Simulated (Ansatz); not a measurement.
`OC#CC[SiH3]` + H₂O → `OC#CCO` + SiH₄ at 700 K and 1 bar (formal hydrolysis of a C–Si bond).

Program: Ansatz. Geometries: PBE0-D4/def2-TZVP. ΔE: electronic, gas phase. CBS: MP2 limit from def2 TZ/QZ plus the TZ coupled-cluster correction, frozen cores. This one scheme is used for every species. Each species was taken in one conformer, which may not be the lowest.

| species | CCSD(T)/CBS energy (Eh) | H − E (kJ/mol) | S (J/(mol·K)) |
| --- | --- | --- | --- |
| `OC#CC[SiH3]` | -481.92830 | 280.9 | 469.6 |
| H₂O | -76.37941 | 80.5 | 218.4 |
| `OC#CCO` | -266.80998 | 240.1 | 414.0 |
| SiH₄ | -291.46306 | 115.5 | 252.9 |

H − E and S are ideal-gas, rigid-rotor, harmonic terms from PBE0-D4/def2-TZVP, for one conformer and one mirror image of each species. 1 Eh = 2625.50 kJ/mol, R = 8.31446 J/(mol·K).

Q: By hand: ΔE, ΔH, ΔS and ΔG.

A: ΔE = (-266.80998) + (-291.46306) − (-481.92830) − (-76.37941) = 0.03467 Eh = 91.0 kJ/mol. Δ(H − E) = 240.1 + 115.5 − 280.9 − 80.5 = -5.8, so ΔH = 85.2 kJ/mol. ΔS = 414.0 + 252.9 − 469.6 − 218.4 = -21.1 J/(mol·K). ΔG = 85.2 − 700 × (-21.1)/1000 = 100.0 kJ/mol.

Q: By hand: the equilibrium constant, and the temperature at which ΔG would vanish if ΔH and ΔS stayed fixed.

A: log₁₀ K = −ΔG/(RT ln 10) = -7.5. ΔH and −TΔS have one sign here, so there is no such temperature.

ΔH outweighs TΔS. A doubt of 5 kJ/mol in ΔE shifts log₁₀ K by 0.4 here. Other conformers and mirror images would add mixing entropy, several J/(mol·K) or more a flexible species. These are equilibria of isolated gas molecules and say nothing of rates. Largest T1 diagnostic: 0.012 (customary marks: 0.02 for closed shells, 0.045 for open ones).
